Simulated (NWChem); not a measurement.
Species: Cl₂ anion, doublet

```xyz
2

Cl     0.0000     0.0000    -1.3603
Cl     0.0000     0.0000     1.3603
```
Atoms are numbered in this order, from 1.

Level: B3LYP/def2-SVPD, spin-unrestricted (NWChem), optimised geometry, unscaled harmonic frequencies. B3LYP is NWChem's, with the RPA form of VWN correlation.

```csv
frequency (cm⁻¹),IR intensity (km/mol)
213,0.0
```

* **zero-point energy**: 0.3 kcal/mol
* **thermal correction to the enthalpy at 298.15 K (with zero-point energy)**: 2.7 kcal/mol
* **heat capacity Cv**: 6.8 cal/(mol K)

Rigid rotor and harmonic oscillator.
